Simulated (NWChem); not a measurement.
System: CaF₂; SMILES [Ca]([F])[F]

```xyz
3

Ca     0.0000     0.0000     0.1920
F      1.9003     0.0000    -0.4161
F     -1.9003     0.0000    -0.4161
```
Atoms are numbered in this order, from 1.

All runs: NWChem. The geometry was optimised at PBE0-D3(BJ)/def2-TZVP. Level: PBE0/def2-SVPD; the question gives the wavelength of the field.

Question: Predict the results for field 1065 nm. Quantities: isotropic polarisability (bohr³); anisotropy (bohr³).

Answer: 
- isotropic polarisability (bohr³) = 22.2
- anisotropy (bohr³) = 10.4
